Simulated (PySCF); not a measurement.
Atom-mapped SMILES (the numbers label the heavy atoms): `[CH3:1][O:2][c:3]1[cH:4][cH:5][o:6][cH:7]1`; H(Xn) means a hydrogen on atom n.

Single conformer, in vacuum, relativity neglected, equivalent nuclei averaged. Geometry from PBE0-D3(BJ)/def2-SVP; J couplings at B3LYP/pcJ-1 (without the spin–dipole term); shielding tensors at PBE0/pcSseg-1 (GIAO); PySCF 2.14.

Referencing at the same level of theory: TMS for ¹H (σref 31.27).

The spectrum was simulated from the full spin Hamiltonian at 700 MHz with 1.2 Hz Lorentzian lines, from shifts rounded to 0.01 ppm and J to 0.1 Hz, couplings under 1 Hz left out.

(1) List the maxima of its ¹H spectrum with integrals.

(2) Summarise it as multiplets with assignments.

## Answers

(1) 
Maxima in ppm (height), grouped by integral:
1H: 7.271 (18), 7.269 (19)
1H: 7.163 (10), 7.160 (15), 7.157 (10)
1H: 6.242 (18), 6.238 (18)
3H: 3.660 (100)

(2) ¹H NMR (700 MHz, computed): δ 7.27 (d, J = 1.8 Hz, 1H, H(C7)), 7.16 (t, J = 2.1 Hz, 1H, H(C5)), 6.24 (d, J = 2.4 Hz, 1H, H(C4)), 3.66 (s, 3H, H(C1)). These are first-order names; overlap and second-order distortion can hide them in the list.

Multiplet labels drop couplings under 1 Hz and merge nearly equal ones. Unscaled 3J(H,H) at this level run about 9 % above measured values.
